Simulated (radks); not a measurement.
Task: F6+, 3 electrons, occupied as 1s1.75 2s1 2p0.25 (fractional occupations, a model configuration). Method: scalar-relativistic Kohn-Sham, revPBE, spin-polarised, spherical densities, finite nucleus; open shells are filled with parallel spins first; Fermi nuclear charge, rms radius 2.8976 fm; computed with a radial shooting solver on a logarithmic mesh with Libxc functionals. Some entries of the table are withheld. Estimate them.

orbital  occ.  eigenvalue (hartree)  <r> (bohr)  <r^2> (bohr^2)
1s up       1             -32.41441      0.1730         0.04026
1s down  0.75             -32.07131      0.1735         0.04049
2s up       1              -6.52802      0.7620          0.6785
2p up    0.25              -6.01168      0.6765             (1)

Result: 
(1) 2p up <r^2> (bohr^2): 0.5525
